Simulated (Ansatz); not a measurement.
## Worked example: C2HF5O → [CF3]+ + CHF2O + e⁻

Species: C2HF5O ((difluoromethoxy)(trifluoro)methane) `FC(F)OC(F)(F)F`, singlet; [CF3]+ `F[C+](F)F`, singlet; CHF2O `[O]C(F)F`, doublet. 

Shapes, held fixed at every level: PBE0-D4/def2-TZVP. Flexible molecules stand in one conformer, not always the lowest. Programs: Ansatz 0.2.0. Electronic energies: no zero-point or thermal term.

At CCSD(T)/CBS estimate; 1 Eh = 27.2114 eV:

| species | energy (Eh) |
| --- | --- |
| C2HF5O | -650.838050 |
| [CF3]+ | -337.015902 |
| CHF2O | -313.318312 |

Q: Work out ΔE of the reaction at this level.

A: 
1. Products less reactants: (-337.015902) + (-313.318312) − [(-650.838050)] = 0.503836 Eh = +13.71 eV.

Other levels give +11.86 (HF/def2-TZVPP) to +13.70 eV (MP2/def2-TZVPP). No measured value is set beside it here. Open shells run unrestricted unless RO is named. The CBS estimate extrapolates MP2 from def2-TZVPP and def2-QZVPP and adds CCSD(T) − MP2 in the triple-zeta set, cores frozen. The onset seen in experiment also holds zero-point changes and kinetic shifts.
